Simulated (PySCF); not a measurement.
S4, SMILES S1SSS1. Geometry optimised at B3LYP-D3(BJ)/def2-SVP.

Question: Give the equilibrium geometry at B3LYP-D3(BJ)/def2-SVP (PySCF confirms it by a frequency run) as bond lengths and angles, and its point group. (The exact figures need the calculation; the answer reports its results.)

Answer: point group D2d.
Atoms: S1 S2 S3 S4. Bonds (Å): S1–S2 2.169, S1–S4 2.169, S2–S3 2.169, S3–S4 2.169. Bond angles (°): S2–S1–S4 85.2, S1–S2–S3 85.2, S2–S3–S4 85.2, S1–S4–S3 85.2.
